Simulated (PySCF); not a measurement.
SMILES CC(C)[N][SiH3] (C3H10NSi), doublet (GFN2-xTB optimised geometry):

```
15

C     -1.413     0.237    -1.801
C     -0.570     0.900    -0.707
C     -1.466     1.675     0.283
N      0.278     0.059     0.000
Si     0.694    -1.567     0.000
H     -2.013     0.979    -2.321
H     -2.071    -0.505    -1.356
H     -0.766    -0.262    -2.518
H      0.081     1.656    -1.185
H     -0.853     2.132     1.055
H     -2.023     2.447    -0.240
H     -2.161     0.985     0.753
H      2.161    -1.567     0.000
H      0.193    -2.078     1.287
H      0.207    -2.447    -1.074
```

Method: unrestricted PBE0/def2-TZVP (PySCF 2.14.0).

Q: What are the frontier orbital energies (α orbitals alone; a β orbital can be the lowest empty one) and the dipole moment?

A: HOMO-2 -9.58 eV, HOMO-1 -7.46 eV, HOMO -7.20 eV, LUMO 0.60 eV, LUMO+1 1.48 eV; dipole moment 1.46 D.

On the same geometry PySCF with unrestricted PBE/def2-TZVP gives HOMO-2 -8.19 eV, HOMO-1 -5.94 eV, HOMO -5.72 eV, LUMO -0.20 eV, LUMO+1 0.65 eV; dipole moment 1.45 D.

Meta-Löwdin charges at PBE0/def2-TZVP: C1 -0.37, C2 0.04, C3 -0.34, N4 -0.43, Si5 0.59, H6 0.12, H7 0.11, H8 0.12, H9 0.13, H10 0.13, H11 0.12, H12 0.12, H13 -0.09, H14 -0.09, H15 -0.13.
